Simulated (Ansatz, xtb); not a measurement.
# Relative energy of two isomers of C5H7BCl2

We compare X, `C=C(C)/C=C/B(Cl)Cl`, a singlet, with Y, `ClB(Cl)C=C1CCC1`, a singlet. Both are isolated molecules in the gas phase, relaxed with PBE-D3(BJ)/def2-SVP; the shapes shown needn't be the lowest conformers.

X (Å):

```yaml
atoms:
  - { symbol: C, position_ang: [-0.5266, 0.0508, -2.0985] }
  - { symbol: C, position_ang: [-0.1844, -0.9135, -1.2023] }
  - { symbol: C, position_ang: [-0.1637, -2.3749, -1.5693] }
  - { symbol: C, position_ang: [0.1732, -0.5130, 0.1564] }
  - { symbol: C, position_ang: [0.5410, -1.3439, 1.1777] }
  - { symbol: B, position_ang: [0.9055, -0.8504, 2.5870] }
  - { symbol: Cl, position_ang: [0.8799, 0.8688, 3.0191] }
  - { symbol: Cl, position_ang: [1.3698, -2.0074, 3.8422] }
  - { symbol: H, position_ang: [-0.8043, -0.1962, -3.1350] }
  - { symbol: H, position_ang: [-0.5358, 1.1141, -1.8111] }
  - { symbol: H, position_ang: [-0.4548, -2.5319, -2.6247] }
  - { symbol: H, position_ang: [0.8468, -2.8095, -1.4201] }
  - { symbol: H, position_ang: [-0.8577, -2.9573, -0.9279] }
  - { symbol: H, position_ang: [0.1373, 0.5727, 0.3598] }
  - { symbol: H, position_ang: [0.5807, -2.4303, 0.9870] }
```

Y (Å):

```xyz
15

C    -1.0955   -0.6839   -2.2847
C    -0.4329   -0.5203   -1.1092
C     0.8669    0.1404   -0.6860
C     0.5909   -0.3021    0.7813
C    -0.7415   -0.9586    0.3111
B    -0.6371   -0.1708   -3.6535
Cl   -1.6217   -0.4753   -5.0946
Cl    0.8707    0.7393   -3.8812
H    -2.0504   -1.2385   -2.2364
H     0.8993    1.2350   -0.8690
H     1.7725   -0.2853   -1.1668
H     1.3316   -1.0129    1.1947
H     0.4672    0.5301    1.5003
H    -0.8139   -2.0594    0.4428
H    -1.6710   -0.5161    0.7291
```

Task: Which of the two would you expect CCSD(T)/def2-SVP + ΔMP2/def2-TZVPP electronic energies to favour?

Result: Structure X; the calculation gives E(Y) − E(X) = +0.445 eV.

Level by level:

| level | geometry | E(Y) − E(X) (eV) | departure from the last row (eV) | job, with rough time for the two |
| --- | --- | --- | --- | --- |
| GFN2-xTB | GFN2-xTB | −0.429 | −0.874 | optimisation, 0.18 s |
| HF/STO-3G | GFN2-xTB | −0.837 | −1.281 | single point, 0.48 s |
| r2SCAN-D4/def2-SVP | GFN2-xTB | +0.329 | −0.115 | single point, 4.7 s |
| PBE-D3(BJ)/def2-SVP | PBE-D3(BJ)/def2-SVP | +0.252 | −0.193 | optimisation, 29 s |
| HF/def2-SVP | PBE-D3(BJ)/def2-SVP | +0.420 | −0.025 | part of the CCSD(T) run |
| MP2/def2-SVP | PBE-D3(BJ)/def2-SVP | +0.339 | −0.105 | part of the CCSD(T) run |
| CCSD(T)/def2-SVP | PBE-D3(BJ)/def2-SVP | +0.396 | −0.049 | single point |
| CCSD(T)/def2-SVP + ΔMP2/def2-TZVPP | PBE-D3(BJ)/def2-SVP | +0.445 |  | single point, 1.9 min |

As drawn, Y has 2 C–C in place of 1 C=C. Structure X has no ring, Y a 4-membered ring.

GFN2-xTB, HF/STO-3G put the two in the other order. The largest departure from CCSD(T)/def2-SVP + ΔMP2/def2-TZVPP is that of HF/STO-3G, 1.281 eV. The last row adds to CCSD(T) the change of the MP2 difference between the two basis sets, here +0.049 eV.

With thermal terms from frequencies at re-optimised GFN2-xTB minima (ideal gas, soft modes damped towards free rotors, one conformer each, 298.15 K, 1 atm): the zero-point term adds +0.061 eV; ΔH is +0.480 and ΔG +0.529 eV.

The correlated steps freeze 16 core orbitals. Codes used: Ansatz 0.2.0, xtb 6.7.1; the last row on 4 threads of Arm Neoverse V1 on a shared host.
